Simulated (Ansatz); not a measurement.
C3H8BNO can be A, `C=C(O)B(C)N`, or B, `B/C=C(\O)CN`.

Program: Ansatz. Geometries: PBE0-D4/def2-TZVP. ΔE: electronic, gas phase. CCSD(T)/CBS adds triple-zeta CCSD(T) − MP2 to the extrapolated MP2 energy (def2 sets, frozen cores). DFT in def2-TZVPP. B3LYP here is the variant with VWN-RPA as its local correlation; programs differ in this. One conformer a species, not always the lowest.

A:

```xyz
14

C    -1.109   -1.530   -0.799
C    -0.501   -0.972    0.248
O    -0.522   -1.648    1.446
B     0.329    0.360    0.151
C     0.061    1.436   -0.962
N     1.319    0.564    1.121
H    -1.622   -2.483   -0.720
H    -1.082   -1.042   -1.763
H    -0.334   -1.022    2.151
H     0.182    1.000   -1.958
H    -0.970    1.800   -0.916
H     0.728    2.300   -0.900
H     1.619   -0.146    1.768
H     1.902    1.383    1.133
```

B:

```xyz
14

B     0.098    2.034    1.602
C     0.020    1.286    0.286
C    -0.307   -0.021    0.149
O    -0.570   -0.786    1.221
C    -0.343   -0.735   -1.175
N     0.745   -1.678   -1.385
H     0.401    3.193    1.616
H    -0.142    1.488    2.639
H     0.226    1.789   -0.655
H    -0.874   -1.654    0.939
H    -0.322    0.007   -1.974
H    -1.293   -1.276   -1.271
H     1.637   -1.210   -1.277
H     0.725   -2.437   -0.716
```

**Question.** Which is lower in electronic energy at CCSD(T)/CBS, and by how much? (Best estimate.)

**Answer.** Computed: A, by 225.8 kJ/mol.

**Question.** Give E(B) − E(A) in kJ/mol with CCSD/def2-TZVPP, MP2/def2-TZVPP, r2SCAN-D4, B3LYP-D4, B2PLYP, B3LYP, CCSD(T)/def2-TZVPP. (An estimate is asked.)

**Answer.** Computed: CCSD/def2-TZVPP 223.7, MP2/def2-TZVPP 225.1, r2SCAN-D4 222.8, B3LYP-D4 221.1, B2PLYP 222.0, B3LYP 220.2, CCSD(T)/def2-TZVPP 224.0. None reverses the order clearly.

Largest T1 diagnostic: 0.012.

In def2-TZVPP, CCSD(T) changes the Hartree–Fock value by +14.9 kJ/mol (the triples alone add +0.2 kJ/mol) and MP2 by +16.0 kJ/mol.
